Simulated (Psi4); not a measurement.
C$_{2}$H$_{6}$N, doublet, at a GFN2-xTB geometry; CCSD(T)/6-31G* (Psi4 1.11).

Psi4 was given this input:
```
memory 2 GB

molecule {
0 2
  C     1.23129600   -0.25669769   -0.09655273
  C    -0.05799116    0.17393746    0.49940779
  N    -1.20100732    0.14966202   -0.31016964
  H     1.64723200    0.48863493   -0.78864494
  H     1.96813276   -0.42204686    0.68733552
  H     1.10338449   -1.18365188   -0.65721155
  H    -0.05524989    0.94758192    1.24931036
  H    -2.06668125    0.26362547    0.19896649
  H    -1.22959588   -0.64521633   -0.93569883
}

set basis 6-31g*
set reference uhf

energy('ccsd(t)')
print_variables()
```

The log (banner, timings and long lists left out):

```
   => Loading Basis Set <=

    Name: 6-31G*
    Role: ORBITAL
    Keyword: BASIS

         ---------------------------------------------------------
                                   SCF
               by Justin Turney, Rob Parrish, Andy Simmonett
                          and Daniel G. A. Smith
                              UHF Reference
         ---------------------------------------------------------

  ==> Geometry <==

    Molecular point group: c1
    Full point group: C1

    Geometry (in Angstrom), charge = 0, multiplicity = 2:

       Center              X                  Y                   Z               Mass
    ------------   -----------------  -----------------  -----------------  -----------------
         C            1.262174882329    -0.269120399854    -0.102070657403    12.000000000000
         C           -0.027112277671     0.161514750146     0.493889862597    12.000000000000
         N           -1.170128437671     0.137239310146    -0.315687567403    14.003074004430
         H            1.678110882329     0.476212220146    -0.794162867403     1.007825032230
         H            1.999011642329    -0.434469569854     0.681817592597     1.007825032230
         H            1.134263372329    -1.196074589854    -0.662729477403     1.007825032230
         H           -0.024371007671     0.935159210146     1.243792432597     1.007825032230
         H           -2.035802367671     0.251202760146     0.193448562597     1.007825032230
         H           -1.198716997671    -0.657639039854    -0.941216757403     1.007825032230

  Running in c1 symmetry.

  Rotational constants: A =      1.42931  B =      0.30418  C =      0.26630 [cm^-1]
  Rotational constants: A =  42849.71878  B =   9119.10948  C =   7983.61288 [MHz]
  Nuclear repulsion =   76.513591728052020

  Charge       = 0
  Multiplicity = 2
  Electrons    = 25
  Nalpha       = 13
  Nbeta        = 12

  ==> Algorithm <==

  SCF Algorithm Type is PK.
  DIIS enabled.
  MOM disabled.
  Fractional occupation disabled.
  Guess Type is SAD.
  Energy threshold   = 1.00e-08
  Density threshold  = 1.00e-08
  Integral threshold = 1.00e-12

  ==> Primary Basis <==

  Basis Set: 6-31G*
    Blend: 6-31G*
    Number of shells: 30
    Number of basis functions: 57
    Number of Cartesian functions: 57
    Spherical Harmonics?: false
    Max angular momentum: 2

  ==> Integral Setup <==

  Using in-core PK algorithm.
   Calculation information:
      Number of atoms:                   9
[...]
  @UHF Final Energy:  -133.62589190507740
    Total Energy =                       -133.6258919050773954
[...]
      8   8   5   6         0.0165862199
      9   9  19  19        -0.0150917202
      6   6  21  22        -0.0149715067
     12  11  13   0         0.0145781919

    SCF energy       (wfn)                    = -133.625891905077395
    Reference energy (file100)                = -133.625891905077310

    Opposite-spin MP2 correlation energy      =   -0.316517240035808
    Same-spin MP2 correlation energy          =   -0.100648251239790
    Singles MP2 correlation energy            =   -0.000000000000000
    MP2 correlation energy                    =   -0.417165491275599
      * MP2 total energy                      = -134.043057396352907

    Opposite-spin CCSD correlation energy     =   -0.361630367513776
    Same-spin CCSD correlation energy         =   -0.094032149294324
    Singles CCSD correlation energy           =   -0.000000000000000
    CCSD correlation energy                   =   -0.455662516808099
      * CCSD total energy                     = -134.081554421885414

            **************************
            *                        *
            *        CCTRIPLES       *
            *                        *
            **************************

    Wave function   =    CCSD_T
    Reference wfn   =      UHF

    Nuclear Rep. energy (wfn)                =   76.513591728052020
    SCF energy          (wfn)                = -133.625891905077395
    Reference energy    (file100)            = -133.625891905077310
    CCSD energy         (file100)            =   -0.455662516808099
    Total CCSD energy   (file100)            = -134.081554421885414

    Number of ijk index combinations:
    Spin Case AAA:                                 286
    Spin Case BBB:                                 220
    Spin Case AAB:                                 936
    Spin Case ABB:                                 858
    AAA (T) energy                             =   -0.000257521377336
    BBB (T) energy                             =   -0.000248774376280
    AAB (T) energy                             =   -0.005533709065497
    ABB (T) energy                             =   -0.005084189472712
    (T) energy                                   =   -0.011124194291825
      * CCSD(T) total energy                     = -134.092678616177238

  Variable Map:
  ----------------------------------------------------------------------------
[...]
  Array Variable Map:
  ----------------------------------------------------------------------------
[...]
[...]
```
